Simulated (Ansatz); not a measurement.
Ti₂H₃⁺, relaxed as a singlet with RKS B3LYP-D4/def2-TZVP in Ansatz, starting from the GFN2-xTB geometry. Force threshold 0.02 eV/Å.

The structure comes from a short search, and lower isomers may exist.

Start:

```xyz
5

Ti    0.409    1.797    0.115
Ti   -0.116   -0.984   -0.709
H     0.047   -1.296   -2.330
H     0.141    1.937    2.034
H    -0.481   -1.454    0.890
```

Estimate the energy that the relaxation releases and the steps that it takes.

422.0 kJ/mol, in 21 steps; 44 s on 4 threads of Arm Neoverse V1 on a shared host. No frequencies were taken in this run, so the end may be a saddle point.

Does the start keep its bonding and symmetry?

Bonds formed: Ti1–H3, Ti1–H5, Ti2–H4 (atoms count from 1). The end is the same structure that another start reached, the lowest one found. Point group Cs at the start, C2v at the end, both within 0.05 Å.

Predict the relaxed structure.


```xyz
5

Ti   -0.454    0.951   -0.262
Ti    0.822   -0.703    0.103
H     0.060   -0.281   -1.489
H     0.575    0.710    1.212
H    -1.004   -0.677    0.437
```
Bond lengths (bridged metal pairs left out): 6 × H–Ti 1.81 to 1.86 Å.
